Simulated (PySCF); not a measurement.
C₃H₅ClOSi, SMILES O1[Si@@H](CC=C1)Cl.

Geometry: B3LYP-D3(BJ)/def2-SVP. The structure was generated by enumeration; whether it is a known compound was not checked. One conformer was computed; it need not be the lowest.

The numbers are results of PBE0/def2-TZVP run with PySCF, not measurements.

The molecule is in vacuum.

### Question
Estimate the frontier levels, gap, dipole moment and polarisability. (Estimate from the structure and the level; the computed values follow.)

### Answer

highest occupied level: -6.79 eV
lowest empty level: 0.30 eV
orbital gap: 7.09 eV
dipole moment: 1.98 D
quadrupole, principal values (traceless, Buckingham form, about the centre of nuclear charge): -3.68, 0.13, 3.55 D·Å
mean static polarisability: 69.4 bohr³ (10.28 Å³)
polarisability, principal values: 59.5, 68.4, 80.2 bohr³
